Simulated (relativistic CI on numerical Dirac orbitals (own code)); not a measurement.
Hyperfine structure of Bi X, mass number 207

Computed by Dirac-Coulomb-Breit CI, separate exchange-only KLI orbitals for each configuration, model QED, unscaled Slater integrals (own radial code, finite nucleus).

Configuration list (outside the closed core [Kr] 4d10 4f14): 5s2.5p6.5d6, 5s2.5p6.5d5.6s, 5s2.5p6.5d5.5f, 5s2.5p5.5d7, 5s2.5p6.5d4.6s2, 5s2.5p6.5d5.6p, 5s2.5p6.5d5.5g, 5s2.5p6.5d4.6s.6p, 5s2.5p4.5d8, 5s2.5p6.5d5.6d, 5s2.5p6.5d4.6p2, 5s2.5p6.5d5.7p, 5s.5p5.5d8. Levels of other configurations are missing.

Nuclear spin I = 9/2, μ = 4.0729 μN, Q = -0.76 b (tables of Stone and Pyykkö). The electronic factors are computed for point nuclear moments, without core polarisation or the Bohr-Weisskopf and QED corrections.

| Level | E (eV) | A (MHz) | B (MHz) |
| --- | --- | --- | --- |
| 5s2.5p6.5d6 5D_4 | 0.0000 | 1472 | -2780 |
| 5s2.5p6.5d6 5D_3 | 2.4095 | 866.2 | -356 |
| 5s2.5p6.5d6 5D_1 | 3.0209 | 1239 | 894 |
| 5s2.5p6.5d6 3G_5 | 4.8806 | 2148 | -1210 |
| 5s2.5p6.5d6 3H_6 | 5.0310 | 2370 | 2360 |
| 5s2.5p6.5d6 3D_1 | 7.1949 | 2422 | -1450 |

Levels with J = 0, under 50 % of one LS term, or S terms without an open s electron are left out. Small factors come from cancelling terms and can be off by tens of per cent or more.

At this charge energies of transitions that change n are usually good to better than 1 %, and those within a shell (Δn = 0) to a few per cent. Terms inside the open d or f shell come out 10 to 20 % too wide with unscaled integrals. Levels and lines within the n = 5 or 6 shells can be off by up to 10 % or somewhat more, and those that change n by about 2 %, since core polarisation is missing.

(1) Give the hyperfine levels of 5s2.5p6.5d6 5D_4 relative to its centre of gravity.

Answers

(1) With K = F(F + 1) − I(I + 1) − J(J + 1), E = AK/2 + B[¾K(K + 1) − I(I + 1)J(J + 1)]/[2I(2I − 1)J(2J − 1)]: F = 1/2: -33660, F = 3/2: -31190, F = 5/2: -27120, F = 7/2: -21500, F = 9/2: -14430, F = 11/2: -6016, F = 13/2: 3607, F = 15/2: 14270, F = 17/2: 25800 MHz.

LS names give the leading component of a level, which can be under half, so a name can repeat, a term be missing and a line seem to break the LS rules.
